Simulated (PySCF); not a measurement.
**ECD: `O=C[C@@H]1C[SiH2][Si@@H]1[SiH3]`, C3H10OSi3**

Molfile (atoms numbered from 1):
```
C3H10OSi3
     RDKit          3D

 17 17  0  0  0  0  0  0  0  0999 V2000
   -0.5330   -0.6430    1.8841 O   0  0  0  0  0  0  0  0  0  0  0  0
   -0.5397    0.4971    1.4563 C   0  0  0  0  0  0  0  0  0  0  0  0
   -0.9343    0.8410    0.1083 C   0  0  2  0  0  0  0  0  0  0  0  0
   -1.9894   -0.1273   -0.4352 C   0  0  0  0  0  0  0  0  0  0  0  0
   -0.9016   -1.6511   -0.8413 Si  0  0  0  0  0  4  0  0  0  0  0  0
    0.6734    0.1014   -0.8314 Si  0  0  2  0  0  4  0  0  0  0  0  0
    2.6904    0.4222    0.2590 Si  0  0  0  0  0  4  0  0  0  0  0  0
   -0.1383    1.3251    2.0748 H   0  0  0  0  0  0  0  0  0  0  0  0
   -1.1491    1.8983   -0.0226 H   0  0  0  0  0  0  0  0  0  0  0  0
   -2.7848   -0.2916    0.2911 H   0  0  0  0  0  0  0  0  0  0  0  0
   -2.4477    0.2876   -1.3323 H   0  0  0  0  0  0  0  0  0  0  0  0
   -1.2538   -2.2444   -2.1460 H   0  0  0  0  0  0  0  0  0  0  0  0
   -0.8846   -2.7294    0.1376 H   0  0  0  0  0  0  0  0  0  0  0  0
    0.6497    0.8937   -2.0891 H   0  0  0  0  0  0  0  0  0  0  0  0
    3.1419    1.8186    0.3018 H   0  0  0  0  0  0  0  0  0  0  0  0
    3.7233   -0.3272   -0.4632 H   0  0  0  0  0  0  0  0  0  0  0  0
    2.6705   -0.0588    1.6381 H   0  0  0  0  0  0  0  0  0  0  0  0
  1  2  2  0
  2  3  1  0
  3  4  1  0
  4  5  1  0
  5  6  1  0
  6  7  1  0
  6  3  1  0
  2  8  1  0
  3  9  1  1
  4 10  1  0
  4 11  1  0
  5 12  1  0
  5 13  1  0
  6 14  1  6
  7 15  1  0
  7 16  1  0
  7 17  1  0
M  END
```

The calculation used TDDFT wB97X-D/def2-SVPD circular dichroism and optical rotation, one conformer, gas phase in PySCF. Geometry: GFN2-xTB.

The molecule is flexible and this is one conformer; a measurement averages over conformers.

**Question.** Assign R or S to each stereocentre.

**Answer.** C3 R, Si6 S.

**Question.** List the lowest 8 singlet excitations with oscillator and rotatory strengths.

**Answer.** Rotatory strengths R in 10⁻⁴⁰ esu² cm², velocity form and length form (origin at the centre of mass); f in length form.
| state | E (eV) | λ (nm) | f | R (velocity) | R (length) | main |
| --- | --- | --- | --- | --- | --- | --- |
| 1 | 4.43 | 280 | 0.002 | -9.5 | -9.7 | HOMO→LUMO+1 0.38, HOMO→LUMO 0.33 |
| 2 | 5.81 | 213 | 0.018 | +69.1 | +68.2 | HOMO−1→LUMO 0.75, HOMO→LUMO 0.13 |
| 3 | 5.99 | 207 | 0.030 | +32.7 | +32.6 | HOMO→LUMO+1 0.44, HOMO→LUMO 0.27 |
| 4 | 6.18 | 201 | 0.095 | -85.6 | -83.1 | HOMO−1→LUMO+1 0.32, HOMO→LUMO 0.17 |
| 5 | 6.30 | 197 | 0.120 | +110.2 | +109.5 | HOMO−1→LUMO+1 0.55, HOMO−2→LUMO 0.18 |
| 6 | 6.46 | 192 | 0.006 | -43.3 | -43.2 | HOMO→LUMO+2 0.72, HOMO−2→LUMO 0.13 |
| 7 | 6.69 | 185 | 0.021 | -48.6 | -48.6 | HOMO−1→LUMO+2 0.51, HOMO−2→LUMO+1 0.24 |
| 8 | 6.75 | 184 | 0.055 | -42.5 | -43.5 | HOMO→LUMO+3 0.53, HOMO−2→LUMO 0.15 |

Among the states computed, the strongest CD band (largest |R|) is state 5. The largest dissymmetry factor in size, g = 4R/(D+G), with D and G the electric and magnetic dipole strengths, is -0.071 for state 6 (velocity form, f = 0.006), among bands with |R| over 0.5. The mirror image has the same energies and oscillator strengths and all R with the opposite sign.
